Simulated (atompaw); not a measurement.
How hard is this Yb PAW (atompaw) potential?

ytterbium, PAW, made with atompaw 4.2.0.5 (PBE, scalar-relativistic). Core [Kr] 4d10, reference 4f14 5s2 5p6 5d0 6s1.5 6p0 (charge +0.5). Waves: 5s (bound): rc 2.15 bohr; 6s (bound): rc 2.60 bohr; 5p (bound): rc 2.60 bohr; 6p (bound, empty): rc 2.60 bohr; 5d (bound, empty): rc 2.60 bohr; 5d channel at 4.4 Ry: rc 2.60 bohr; 4f (bound): rc 1.20 bohr; 4f channel at 2.7 Ry: rc 1.20 bohr. Local part: troulliermartins scheme with l = 4 at -0.5 Ry, radius 2.50 bohr. Core correction: smooth core density matched at 1.50 bohr. Augmentation charge: sinc compensation charge, radius 2.15 bohr; PAW radius 2.60 bohr; waves and projectors: custom polynom gramschmidtortho.

The pseudo-atom Hamiltonian at the reference potential is diagonalised in spherical Bessel functions j_l(qr) that vanish at 20 bohr, with q² up to the cutoff. All-electron valence levels (Ry): 5s -4.2750, 6s -0.4781, 5p -2.2534, 6p -0.2363, 5d -0.2494, 4f -0.4569.

How do the lowest levels (Ry) of each channel move with the cutoff, and are there ghosts?

| cutoff (Ry) | s #1 | s #2 | p #1 | p #2 | d #1 | d #2 | f #1 | f #2 | Σ f·Δε (mRy) |
| --- | --- | --- | --- | --- | --- | --- | --- | --- | --- |
| 8 | -4.2451 | -0.4778 | -2.2286 | -0.2342 | -0.2264 | -0.0302 | 0.0190 | 0.1183 | 6871.7 |
| 15 | -4.2741 | -0.4780 | -2.2526 | -0.2362 | -0.2491 | -0.0333 | 0.0190 | 0.1180 | 6669.0 |
| 21 | -4.2748 | -0.4781 | -2.2533 | -0.2363 | -0.2492 | -0.0334 | 0.0189 | 0.1180 | 6663.3 |
| 35 | -4.2750 | -0.4781 | -2.2534 | -0.2363 | -0.2493 | -0.0334 | 0.0189 | 0.1179 | 6662.1 |
| 45 | -4.2750 | -0.4781 | -2.2534 | -0.2363 | -0.2493 | -0.0334 | 0.0188 | 0.1171 | 6660.4 |
| 60 | -4.2750 | -0.4781 | -2.2534 | -0.2363 | -0.2494 | -0.0334 | -0.3113 | 0.0192 | 2038.3 |
| 90 | -4.2750 | -0.4781 | -2.2534 | -0.2363 | -0.2494 | -0.0334 | -0.4497 | 0.0192 | 101.4 |
| 110 | -4.2750 | -0.4781 | -2.2534 | -0.2363 | -0.2494 | -0.0334 | -0.4519 | 0.0192 | 71.0 |
| 160 | -4.2750 | -0.4781 | -2.2534 | -0.2363 | -0.2494 | -0.0334 | -0.4564 | 0.0192 | 7.3 |
| 200 | -4.2750 | -0.4781 | -2.2534 | -0.2363 | -0.2494 | -0.0334 | -0.4567 | 0.0192 | 3.2 |
| 300 | -4.2750 | -0.4781 | -2.2534 | -0.2363 | -0.2494 | -0.0334 | -0.4569 | 0.0192 | 0.3 |
| 400 | -4.2750 | -0.4781 | -2.2534 | -0.2363 | -0.2494 | -0.0334 | -0.4569 | 0.0192 | 0.0 |

Result: no extra level below or beside the all-electron valence levels (s, p, d, f tested); 10 mRy is reached at 160 Ry and 1 mRy at 230 Ry.
